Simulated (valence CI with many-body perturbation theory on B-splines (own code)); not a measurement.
## Au⁷³⁺: calculated level list

Computed by valence CI with perturbative core correlation (CI+MBPT): four valence electrons over a frozen Dirac-Fock core [He], a basis of 11 s, 11 p, 10 d, 8 f, 5 g, 2 h functions for each j, with the one-electron correlation potential Σ1, the two-electron term Σ2, the three-electron term Σ3, Breit, model QED; selected CI, second order for the rest, scaled by the run's own slope (own B-spline code, finite nucleus).

No measured spectrum was set against this ion. As an estimate, large intervals hold to a few tenths of a per cent, small ones and those within an open d or f shell to about a per cent. Among the levels kept, up to 1300 cm⁻¹ of a level comes from second order outside the variational space, and about a tenth of that is noise between levels of different J, which matters for small intervals.

Levels 136 to 180 of 210, with energies above the lowest level, (2s^2 2p1/2^2) J=0. "Leading %" is the weight of the configuration and term that name the level; weights of strongly mixed levels are sums over their largest components and can fall short. In the jj column 3d3/2^4 stands for four electrons in 3d with j = 3/2.

```
No.  Configuration  Term  J  E (eV)  Leading %                   Leading jj      g
136      2s.2p2.3s    3P  2   16373         56        2s 2p3/2^2 3s (100 %)  1.335
137      2s2.2p.4p    3D  1   16408         74     2s^2 2p1/2 4p1/2 (100 %)  0.630
138      2s2.2p.4p    3P  0   16425         67     2s^2 2p1/2 4p1/2 (100 %)       
139      2s.2p2.3s    3S  1   16466         68        2s 2p3/2^2 3s (100 %)  1.945
140      2s.2p2.3p   3P°  2   16468         26     2s 2p3/2^2 3p1/2 (100 %)  1.543
141      2s.2p2.3p   3D°  3   16470         42     2s 2p3/2^2 3p1/2 (100 %)  1.286
142      2s.2p2.3s    1P  1   16474         40        2s 2p3/2^2 3s (100 %)  0.960
143      2s.2p2.3s    3P  2   16479         61        2s 2p3/2^2 3s (100 %)  1.349
144      2s.2p2.3s    1S  0   16503         68         2s 2p3/2^2 3s (99 %)       
145      2s.2p2.3p   3P°  1   16588         33      2s 2p3/2^2 3p1/2 (99 %)  1.294
146      2s.2p2.3p   3P°  1   16588         50     2s 2p3/2^2 3p1/2 (100 %)  1.282
147      2s.2p2.3p   3P°  0   16588         79     2s 2p3/2^2 3p1/2 (100 %)       
148      2s.2p2.3p   3D°  2   16589         32      2s 2p3/2^2 3p1/2 (99 %)  1.035
149      2s2.2p.4p    3P  1   16647         44      2s^2 2p1/2 4p3/2 (88 %)  1.560
150      2s2.2p.4p    3D  2   16652         50     2s^2 2p1/2 4p3/2 (100 %)  1.145
151      2s.2p2.4s    5P  1   16678         36         2s 2p1/2^2 4s (87 %)  1.940
152      2s2.2p.4d   3F°  2   16680         75     2s^2 2p1/2 4d3/2 (100 %)  0.743
153      2s.2p2.4s    3P  0   16687         68        2s 2p1/2^2 4s (100 %)       
154      2s2.2p.4d   3D°  1   16688         48      2s^2 2p1/2 4d3/2 (96 %)  0.853
155      2s.2p2.4p   3P°  0   16717         53     2s 2p1/2^2 4p1/2 (100 %)       
156      2s.2p2.4p   3P°  1   16719         32      2s 2p1/2^2 4p1/2 (96 %)  1.312
157         2p3.3s   5S°  2   16730         55      2p1/2 2p3/2^2 3s (99 %)  1.568
158         2p3.3s   3S°  1   16743         55      2p1/2 2p3/2^2 3s (99 %)  1.291
159      2s2.2p.4d   3P°  2   16748         48     2s^2 2p1/2 4d5/2 (100 %)  1.288
160      2s2.2p.4d   3F°  3   16749         45     2s^2 2p1/2 4d5/2 (100 %)  1.094
161         2p3.3s   3D°  3   16752         99      2p1/2 2p3/2^2 3s (99 %)  1.292
162         2p3.3s   1D°  2   16764         65      2p1/2 2p3/2^2 3s (99 %)  1.014
163      2s2.2p.4f    3G  3   16765         73     2s^2 2p1/2 4f5/2 (100 %)  0.807
164      2s2.2p.4f    3F  2   16766         45     2s^2 2p1/2 4f5/2 (100 %)  0.887
165      2s2.2p.4f    3G  4   16795         42     2s^2 2p1/2 4f7/2 (100 %)  1.068
166      2s2.2p.4f    3D  3   16795         54     2s^2 2p1/2 4f7/2 (100 %)  1.200
167         2p3.3s   3P°  0   16820        100     2p1/2 2p3/2^2 3s (100 %)       
168         2p3.3p    5P  1   16821         46  2p1/2 2p3/2^2 3p1/2 (100 %)  1.628
169         2p3.3s   3P°  1   16822         66      2p1/2 2p3/2^2 3s (99 %)  1.293
170         2p3.3p    3F  2   16829         34  2p1/2 2p3/2^2 3p1/2 (100 %)  1.187
171         2p3.3p    3F  3   16845         44  2p1/2 2p3/2^2 3p1/2 (100 %)  1.071
172         2p3.3p    3P  2   16895         50   2p1/2 2p3/2^2 3p1/2 (99 %)  1.289
173         2p3.3p    3D  1   16908         74  2p1/2 2p3/2^2 3p1/2 (100 %)  0.624
174      2s.2p2.4p   3P°  2   16959         37     2s 2p1/2^2 4p3/2 (100 %)  1.494
175      2s.2p2.4p   3D°  1   16962         30     2s 2p1/2^2 4p3/2 (100 %)  1.151
176         2p3.3p    3P  0   16966         65   2p1/2 2p3/2^2 3p1/2 (99 %)       
177      2s.2p2.4d    3D  1   16988         48     2s 2p1/2^2 4d3/2 (100 %)  0.485
178      2s.2p2.4d    3D  2   16990         30      2s 2p1/2^2 4d3/2 (99 %)  1.102
179      2s.2p2.3p   5D°  4   17014         64     2s 2p3/2^2 3p3/2 (100 %)  1.375
180      2s.2p2.3p   3D°  3   17018         51     2s 2p3/2^2 3p3/2 (100 %)  1.385
```

Where two levels of one J and parity lie close, their mixing, g and order are uncertain.
